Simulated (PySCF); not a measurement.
## How the method changes the constants of AlTe⁺

State: ³Σ⁻ (triplet), unpaired electrons π ↑↑. Set-up: Al def2-SVPD, Te def2-SVPD with ECP28; scalar-relativistic core potentials (PySCF 2.14). De refers to Al⁺ + Te in their high-spin ground configurations, without counterpoise correction. The functionals are run spin-unrestricted. A positive dipole points towards Te; it is taken about the centre of mass and depends on that origin.

```json
{"Level": "UHF", "Re (Å)": "3.286", "ωe (cm⁻¹)": "120", "De (eV)": "0.61", "μ (D)": "-7.81", "CPU s a point (SCF and correlation, without the integrals)": "0.17"}
{"Level": "UHF-MP2", "Re (Å)": "3.195", "ωe (cm⁻¹)": "137", "De (eV)": "0.77", "μ (D)": "n/a", "CPU s a point (SCF and correlation, without the integrals)": "0.27"}
{"Level": "UHF-SCS-MP2", "Re (Å)": "3.212", "ωe (cm⁻¹)": "134", "De (eV)": "0.74", "μ (D)": "n/a", "CPU s a point (SCF and correlation, without the integrals)": "n/a"}
{"Level": "UHF-CCSD", "Re (Å)": "3.184", "ωe (cm⁻¹)": "137", "De (eV)": "0.77", "μ (D)": "n/a", "CPU s a point (SCF and correlation, without the integrals)": "n/a"}
{"Level": "UHF-CCSD(T)", "Re (Å)": "3.171", "ωe (cm⁻¹)": "141", "De (eV)": "0.81", "μ (D)": "n/a", "CPU s a point (SCF and correlation, without the integrals)": "6.1"}
{"Level": "LDA", "Re (Å)": "3.068", "ωe (cm⁻¹)": "169", "De (eV)": "1.23", "μ (D)": "-5.84", "CPU s a point (SCF and correlation, without the integrals)": "0.29"}
{"Level": "PBE", "Re (Å)": "3.127", "ωe (cm⁻¹)": "157", "De (eV)": "1.10", "μ (D)": "-6.04", "CPU s a point (SCF and correlation, without the integrals)": "0.46"}
{"Level": "TPSS", "Re (Å)": "3.134", "ωe (cm⁻¹)": "154", "De (eV)": "1.07", "μ (D)": "-6.03", "CPU s a point (SCF and correlation, without the integrals)": "0.64"}
{"Level": "r²SCAN", "Re (Å)": "3.127", "ωe (cm⁻¹)": "156", "De (eV)": "1.04", "μ (D)": "-6.09", "CPU s a point (SCF and correlation, without the integrals)": "0.64"}
{"Level": "PBE0", "Re (Å)": "3.114", "ωe (cm⁻¹)": "159", "De (eV)": "1.01", "μ (D)": "-6.20", "CPU s a point (SCF and correlation, without the integrals)": "0.84"}
{"Level": "BHandHLYP", "Re (Å)": "3.173", "ωe (cm⁻¹)": "144", "De (eV)": "0.81", "μ (D)": "-6.88", "CPU s a point (SCF and correlation, without the integrals)": "0.39"}
```

(1) Which functional lies closest to UHF-CCSD(T) in De, which farthest, and by how much do they differ from it?

(2) What does a quarter of exact exchange do here, going from PBE to PBE0?

(3) What does the step from GGA to meta-GGA do here, going from PBE to r²SCAN?

Correlated steps freeze 9 core orbitals. Correlated levels converge slowly with the basis: in double zeta they bind strong bonds too weakly, by up to about 1 eV, and carry superposition errors of some tenths. Spin–orbit coupling is left out, which matters for elements this heavy, above all for dissociation energies. For an ion De counts to the pair picked by the measured ionisation energies or electron affinities, which need not be the lowest pair at this level. The state was picked by a PBE0 search and need not be the measured ground state.

The whole job (state search and all levels along the bond) took about 2 min on 1 thread of Intel Xeon Platinum 8488C (shared host), peak memory 0.8 GiB.

Answers

(1) Closest is BHandHLYP (+0.2 pm in Re, +2.1 % in ωe, +0.00 eV in De against UHF-CCSD(T) in the same basis), farthest LDA (-10.3 pm in Re, +19.9 % in ωe, +0.42 eV in De). CCSD(T) converges more slowly with the basis than the functionals do and binds too weakly in this one, so the order can change at the basis-set limit.

(2) PBE0 less PBE: -1.3 pm in Re, +1.3 % in ωe, -0.09 eV in De. Exact exchange removes part of the self-interaction that spreads semilocal densities, and in most molecules shortens and stiffens the bond and lowers De; so it does here.

(3) r²SCAN less PBE: +0.0 pm in Re, -0.6 % in ωe, -0.06 eV in De.
